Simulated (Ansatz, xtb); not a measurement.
Two isomers of ClH7OSi3

Structure a: `O[SiH2][Si@H]([SiH3])Cl`, a singlet. Structure b: `[SiH3]O[SiH2][SiH2]Cl`, a singlet. Both are isolated molecules in the gas phase, relaxed with B3LYP/def2-SVP; the shapes shown needn't be the lowest conformers.

a (Å):

```yaml
atoms:
  - { symbol: Cl, position_ang: [0.4318, 0.7501, 2.9964] }
  - { symbol: O, position_ang: [-2.7255, 0.0957, -0.7606] }
  - { symbol: Si, position_ang: [-2.4081, 0.2834, 0.8757] }
  - { symbol: Si, position_ang: [-0.1386, 0.8956, 0.9717] }
  - { symbol: Si, position_ang: [1.2506, -0.5224, -0.2987] }
  - { symbol: H, position_ang: [-3.6158, -0.1688, -1.0222] }
  - { symbol: H, position_ang: [-3.2825, 1.3240, 1.5013] }
  - { symbol: H, position_ang: [-2.6114, -0.9909, 1.6329] }
  - { symbol: H, position_ang: [0.0562, 2.3155, 0.5518] }
  - { symbol: H, position_ang: [0.9978, -1.9415, 0.0861] }
  - { symbol: H, position_ang: [2.6844, -0.1957, -0.0460] }
  - { symbol: H, position_ang: [0.9537, -0.3479, -1.7510] }
```

b (Å):

```xyz
12

Cl   -1.8090    1.4939    2.4044
O    -0.8526   -2.1660    1.7644
Si   -2.1819   -2.2110    0.7626
Si    0.3900   -1.3111    2.4571
Si   -0.5157    0.4742    3.7070
H    -1.9780   -1.3173   -0.4134
H    -2.3594   -3.6125    0.2942
H    -3.3989   -1.7827    1.5067
H     1.1757   -2.2280    3.3320
H     1.2961   -0.7521    1.4084
H     0.5229    1.4325    4.1846
H    -1.3150    0.0160    4.8790
```

Estimate which is lower in electronic energy at CCSD(T)/def2-SVP + ΔMP2/def2-TZVPP, and by roughly how much.

The CCSD(T)/def2-SVP + ΔMP2/def2-TZVPP calculation puts structure b lower, by 98.8 kJ/mol.

How the difference moves with the method:

| level | geometry | E(b) − E(a) (kJ/mol) | departure from the last row (kJ/mol) | job, with rough time for the two |
| --- | --- | --- | --- | --- |
| GFN2-xTB | GFN2-xTB | −195.1 | −96.3 | optimisation, 0.5 s |
| HF/STO-3G | GFN2-xTB | −29.4 | +69.4 | single point, 0.64 s |
| r2SCAN-D4/def2-SVP | GFN2-xTB | −79.6 | +19.1 | single point, 4.1 s |
| B3LYP/def2-SVP | B3LYP/def2-SVP | −95.9 | +2.8 | optimisation, 1.7 min |
| HF/def2-SVP | B3LYP/def2-SVP | −118.1 | −19.3 | part of the CCSD(T) run |
| MP2/def2-SVP | B3LYP/def2-SVP | −102.2 | −3.4 | part of the CCSD(T) run |
| CCSD(T)/def2-SVP | B3LYP/def2-SVP | −97.3 | +1.4 | single point |
| CCSD(T)/def2-SVP + ΔMP2/def2-TZVPP | B3LYP/def2-SVP | −98.8 |  | single point, 44 s |

As drawn, b has 1 O–Si, 1 Si–H in place of 1 Si–Si, 1 O–H.

None of the levels shown reverses the order. The largest departure from CCSD(T)/def2-SVP + ΔMP2/def2-TZVPP is that of GFN2-xTB, 96.3 kJ/mol. A small imaginary or near-zero mode remains, so no thermal terms are given. The last row adds to CCSD(T) the change of the MP2 difference between the two basis sets, here −1.4 kJ/mol.

The correlated steps freeze 21 core orbitals. Run with Ansatz 0.2.0, xtb 6.7.1; the last row on 2 threads of Intel(R) Xeon(R) Processor on a shared host.
